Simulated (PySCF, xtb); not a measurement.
F4Te. Atoms are numbered in the order given.

```xyz
5

Te     0.0000     0.0000     0.3041
F      1.2494     1.2494    -0.4392
F      1.2494    -1.2494    -0.4392
F     -1.2494    -1.2494    -0.4392
F     -1.2494     1.2494    -0.4392
```
Charge 0, spin multiplicity 1.

Geometry optimised at PBE0-D3(BJ)/def2-SVP. A frequency run showed that this geometry is not a minimum. The isomer is the one that the SMILES or the coordinates give; other isomers of the formula were not compared. The def2 effective core potentials stand for the cores of Te; spin–orbit coupling is left out.

The numbers are results of IEF-PCM-PBE0/def2-SVP (PySCF), not measurements.

The values are the electrostatic part of the solvation free energy, E(continuum) − E(gas) at the gas-phase geometry, in a cavity of scaled van der Waals radii (PySCF's table); cavitation and dispersion terms are not included. In vacuum the orbital gap is 8.00 eV. The dipole moment in vacuum is 3.52 D.

Computed values in water (ε = 78.36), tetrahydrofuran (ε = 7.43), methanol (ε = 32.61):
```json
[
 {"solvent": "water", "ε": "78.36", "ΔG(elec) (kcal/mol)": "-9.0", "dipole (D)": "4.25", "gap (eV)": "7.96"},
 {"solvent": "tetrahydrofuran", "ε": "7.43", "ΔG(elec) (kcal/mol)": "-7.2", "dipole (D)": "4.10", "gap (eV)": "7.97"},
 {"solvent": "methanol", "ε": "32.61", "ΔG(elec) (kcal/mol)": "-8.7", "dipole (D)": "4.22", "gap (eV)": "7.96"}
]
```

For comparison, GFN2-xTB/ALPB(water) (xtb, at the GFN2-xTB geometry, all terms of that model) gives 1.6 kcal/mol.
